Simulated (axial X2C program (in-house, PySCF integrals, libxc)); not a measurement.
# Correcting the dissociation energy of CuGa for spin–orbit coupling

A spin-free PBE0 curve (one-electron X2C) was computed with an axial X2C code built on PySCF integrals, basis Ga dyall-cv3z [9s9p7d4f1g], Cu dyall-cv3z [9s9p6d3f2g] (cores contracted in-house), for the state M_S = 0, Λ = 0 (closed shell). It gives D0 = 2.073 eV to Ga + Cu, which in a spin-free picture are the weighted means of the ground terms.

Measured levels of the ground terms (NIST Handbook of Basic Atomic Spectroscopic Data), in cm⁻¹: Ga 2P: J = 1/2 at 0, J = 3/2 at 826.2; Cu 2S: J = 1/2 at 0.

The molecular state has Λ = 0, so it has no first-order lowering.

How far does each ground level lie under the (2J+1)-weighted mean of its term?

Ga: (2 × 0 + 4 × 826.2)/6 = 551 cm⁻¹; Cu: a single level, 0.

Correct D0.

D0 = 2.073 + (0 − 551)/8065.5 = 2.005 eV at PBE0 with these spin–orbit terms.

Second-order spin–orbit effects in the molecule, which grow quickly with Z, are left out. The state is one determinant whose occupation by symmetry is held fixed; it was picked as the lowest of a PBE0 search that is not exhaustive. De is counted from the lowest determinant-based energies of the atoms at the same level, without counterpoise correction.
